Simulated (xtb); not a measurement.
xtb input:

```bash
xtb mol.xyz --gfn 1 --sp --chrg 1 --uhf 0
```
mol.xyz:
```
4

Sn     0.00000000     0.00000000    -0.00000000
Br    -1.88078466    -1.49731053     0.02154124
Br    -0.35618931     2.37756705     0.00760909
Br     2.23697396    -0.88025651    -0.02915033
```

**Question.** Which total energy does the run end on?

**Answer.** -13.72827 Eh (GFN1-xTB).
